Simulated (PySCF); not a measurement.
C3H6BNO, SMILES N#COB(C)C. Atoms are numbered in the order given.

```xyz
12

C      0.7009    -2.1954     0.0000
B     -0.0379    -0.8217     0.0000
C     -1.5862    -0.6015     0.0000
O      0.8044     0.3128     0.0000
C      0.3733     1.5276     0.0000
N      0.0283     2.6371     0.0000
H      0.3850    -2.7868     0.8783
H      1.7972    -2.1145     0.0000
H      0.3850    -2.7868    -0.8783
H     -1.8908    -0.0045    -0.8787
H     -2.1580    -1.5400     0.0000
H     -1.8908    -0.0045     0.8787
```
Charge 0, spin multiplicity 1.

Coordinates come from a B3LYP-D3(BJ)/def2-SVP optimisation. The structure was generated by enumeration, and PubChem lists no compound with its InChIKey, so it may never have been made. One conformer was computed; it need not be the lowest.

Two levels are set side by side: PBE/pcSseg-1 (PySCF) and KT2/pcSseg-1 (PySCF). GIAO shifts against BF3 (¹¹B), H2O (¹⁷O), NH3 (¹⁵N), TMS (¹H), TMS (¹³C) at the same level; non-relativistic, no solvent, atoms listed together averaged. Differences are taken from unrounded values.

| quantity | KT2 |
|---|---|
| δ(¹¹B) of B2 (ppm) | 48.4 |
| δ(¹⁷O) of O4 (ppm) | 181.3 |
| δ(¹³C) of C5 (ppm) | 107.4 |
| δ(¹⁵N) of N6 (ppm) | 190.3 |

Problem. What does PBE give, and how far is it from KT2? (The exact figures need the calculation; the answer reports its results.)

Solution. 
| quantity | PBE | PBE minus KT2 |
|---|---|---|
| δ(¹¹B) of B2 (ppm) | 51.7 | 3.2 |
| δ(¹⁷O) of O4 (ppm) | 189.6 | 8.3 |
| δ(¹³C) of C5 (ppm) | 113.6 | 6.2 |
| δ(¹⁵N) of N6 (ppm) | 209.1 | 18.8 |

Rough cost on one machine, each run with all the roots and properties that it gave: KT2 against PBE within a factor of 2.
